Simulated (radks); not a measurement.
The numbers below are computed, except where a source is named.
Question: Successive ionisation energies (eV) of one element, from differences of total energies of ions in their ground configurations, starting at charge 31: 1837.3, 2097.0, 2173.7, 2250.9, 2328.7, 2406.8, 2485.1. Code: a radial shooting solver on a logarithmic mesh with Libxc functionals. Model: Dirac Kohn-Sham, PBEsol, spin-unpolarised, spherical densities, finite nucleus; open shells are shared between the two j in proportion to 2j + 1; Fermi nuclear charge, rms radius 4.6519 fm. Which element is it?

Answer: Tin (Z = 50). The first species listed is Sn31+ in [Ar] 3d1, the last Sn37+ in [Ne] 3s2 3p1.
